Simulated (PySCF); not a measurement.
Geometry (Å), atoms numbered from 1 in this order:
```xyz
20

C    -1.5335   -0.8190   -0.9387
C    -1.0277    0.3109   -0.0910
C    -1.8740    1.5414   -0.1611
C     0.1088    0.1800    0.6262
C     0.6992    1.2523    1.4163
O     1.7992    1.1933    1.9208
C     0.9335   -1.0749    0.6306
Si    2.3882   -0.9517   -0.5924
F     1.7335   -1.0362   -2.0739
H    -0.7647   -1.1503   -1.6334
H    -1.8103   -1.6723   -0.3188
H    -2.4075   -0.5133   -1.5075
H    -1.8371    1.9423   -1.1750
H    -2.9114    1.2792    0.0483
H    -1.5694    2.3221    0.5266
H     0.0874    2.1616    1.5495
H     1.3466   -1.2003    1.6318
H     0.3219   -1.9491    0.4142
H     3.0738    0.3253   -0.5891
H     3.2383   -2.1308   -0.5070
```

PySCF 2.14 calculation with shielding tensors at PBE0/pcSseg-1 (GIAO) and GFN2-xTB geometry; non-relativistic Hamiltonian, fast rotation and ring inversion assumed for equivalent nuclei, no solvent, a single conformation.

Scale: 13C vs TMS (reference shieldings calculated alike).

Do the 13C shifts follow the atomic charges (in e)? Tabulate both.

## Answers


```
atoms  hybridisation  δ (ppm)  σ para (ppm)  Hirshfeld    IAO  Mulliken  ESP-fitted
   C5            sp2    191.8          -252      +0.11  +0.24     +0.34       +0.48
   C2            sp2    164.3          -241      +0.05  +0.07     -0.35       +0.42
   C4            sp2    138.5          -217      -0.03  -0.08     -0.33       -0.24
   C1            sp3     26.2           -90      -0.11  -0.44     -0.19       -0.47
   C3            sp3     21.8           -83      -0.11  -0.42     -0.14       -0.83
   C7            sp3     19.9           -87      -0.17  -0.57     -0.44       -0.51
```

Correlation coefficients of δ with charge over these carbons: Hirshfeld +0.96, IAO +0.98, Mulliken +0.45, ESP-fitted +0.92; with the paramagnetic shielding -1.00. With so few points, grouped by hybridisation, these coefficients are fragile. Charge is one influence among several: hybridisation and low-lying excitations act through the paramagnetic term.

Shifts are as computed. Against solution values, carbons near 30 ppm lie about +3 ppm off and those near 130 ppm about +5 ppm. Of 1309 compounds with measured shifts, 239 miss one by over three times the rms of a fit or turn the order of signals round; such compounds aren't used in these exercises.
